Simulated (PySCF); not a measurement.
A structure optimised at PBE0-D3(BJ)/def2-SVP, used in a PySCF frequency run:

```xyz
4

Mo     0.3518     0.2547     0.0000
O      1.0002    -0.5143    -1.2927
O      1.0002    -0.5143     1.2927
Cl    -1.8105    -0.1451     0.0000
```
Charge +1, spin multiplicity 1.

Question: Write its SMILES, formula and point group.

Answer: [O]=[Mo+](=[O])[Cl], ClMoO2, Cs

Question: What are its rotational constants (standard atomic weights)?

Answer: 7.3414, 2.8804, 2.3665 GHz
